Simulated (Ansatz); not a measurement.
`[SiH3][SiH]1[CH2][AlH]1` and `[SeH][SiH]1[CH2][AlH]1` differ in one atom or group.

Ansatz, PBE0-D4/def2-TZVP geometries, multiplicity 1. Each molecule was computed in one conformer, which needn't be the lowest.

Scalar relativity is left out up to krypton.

```json
{"property": "HOMO–LUMO gap (ωB97M-V/def2-TZVPP) / eV", "`[SiH3][SiH]1[CH2][AlH]1`": "7.67"}
{"property": "LUMO energy (PBE0/def2-TZVPP) / eV", "`[SiH3][SiH]1[CH2][AlH]1`": "-1.93"}
{"property": "HOMO energy (PBE0/def2-TZVPP) / eV", "`[SiH3][SiH]1[CH2][AlH]1`": "-6.04"}
{"property": "size of the dipole moment (B3LYP/def2-TZVPP) / D", "`[SiH3][SiH]1[CH2][AlH]1`": "1.20"}
{"property": "LUMO energy (B3LYP/def2-TZVPP) / eV", "`[SiH3][SiH]1[CH2][AlH]1`": "-2.10"}
{"property": "HOMO energy (PBE/def2-TZVPP) / eV", "`[SiH3][SiH]1[CH2][AlH]1`": "-5.10"}
```

Task: What does the change do to each property? (Best estimate.)

Result: Computed: 
```
                                        property  `[SeH][SiH]1[CH2][AlH]1`  shift
         HOMO–LUMO gap (ωB97M-V/def2-TZVPP) / eV                      7.63  -0.04
              LUMO energy (PBE0/def2-TZVPP) / eV                     -2.03  -0.10
              HOMO energy (PBE0/def2-TZVPP) / eV                     -6.08  -0.04
size of the dipole moment (B3LYP/def2-TZVPP) / D                      2.09   0.89
             LUMO energy (B3LYP/def2-TZVPP) / eV                     -2.19  -0.09
               HOMO energy (PBE/def2-TZVPP) / eV                     -5.13  -0.03
```

Dipoles are sizes alone; their direction can turn.

B3LYP here is the variant with VWN-RPA as its local correlation; programs differ in this.

Spin–orbit coupling is left out; it splits and shifts lone-pair levels of the heavy atoms by tenths of an eV.
